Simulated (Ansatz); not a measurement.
Program: Ansatz. Geometries: PBE0-D4/def2-TZVP. ΔE: electronic, gas phase. CCSD(T)/CBS adds triple-zeta CCSD(T) − MP2 to the extrapolated MP2 energy (def2 sets, frozen cores). This one scheme is used for every species. Functionals use def2-TZVPP. Each species was taken in one conformer, which may not be the lowest.

Consider the ligand exchange at the Si–C bond: `C=C[SiH](C)F` + HCl → `C=C[SiH](F)Cl` + CH₄.

`C=C[SiH](C)F`:

Z-matrix (Å, degrees):
```
Si
C 1 1.851
F 1 1.607 2 109.2
C 1 1.855 2 112.7 3 -119.4
H 1 1.487 2 108.2 3 116.6
C 2 1.331 1 121.8 3 -118.3
H 2 1.089 1 120.0 3 63.2
H 4 1.093 1 110.9 2 177.9
H 4 1.093 1 111.0 2 57.7
H 4 1.093 1 110.4 2 -62.2
H 6 1.087 2 121.5 1 1.7
H 6 1.087 2 122.5 1 -178.3
```

HCl:

```xyz
2

Cl   -0.022   -0.322   -0.552
H     0.022    0.322    0.552
```

`C=C[SiH](F)Cl`:

```xyz
9

C    -1.448   -0.586   -0.078
C    -0.457    0.145   -0.582
Si    1.103    0.372    0.360
F     1.362    1.915    0.658
Cl    2.704   -0.288   -0.725
H    -1.371   -1.059    0.897
H    -2.380   -0.748   -0.613
H    -0.575    0.598   -1.564
H     1.063   -0.351    1.648
```

CH₄:

```xyz
5

C     0.000    0.000    0.000
H     1.037    0.207    0.263
H    -0.042   -0.870   -0.655
H    -0.423    0.863   -0.514
H    -0.571   -0.199    0.906
```

Q: Is it downhill or uphill in electronic energy at CCSD(T)/CBS, and by how much? (Best estimate.)

A: Computed: Downhill: ΔE = -106.7 kJ/mol.

Q: What do these levels give: r2SCAN0-D4, CAM-B3LYP-D4, r2SCAN, LC-ωPBE, RPA@PBE/def2-TZVPP, HF/def2-SVP? (Estimate.)

A: The calculation gave: r2SCAN0-D4 -110.5, CAM-B3LYP-D4 -107.4, r2SCAN -111.1, LC-ωPBE -104.3, RPA@PBE/def2-TZVPP -99.9, HF/def2-SVP -111.9 kJ/mol.

Largest T1 diagnostic among the species: 0.011.

At CCSD(T), def2-SVP lies +3.3 kJ/mol from the extrapolated value and def2-TZVPP +2.8 kJ/mol. Leaving LDA and LC-ωPBE aside and taking each functional with its dispersion term where it has one, the values, not all of them listed here, spread over 7.2 kJ/mol, from B97M-V to revPBE-D4. LDA lies +4.9 kJ/mol from PBE without D4. In def2-TZVPP, CCSD(T) changes the Hartree–Fock value by +11.1 kJ/mol (the triples alone add −0.0 kJ/mol) and MP2 by +5.8 kJ/mol.
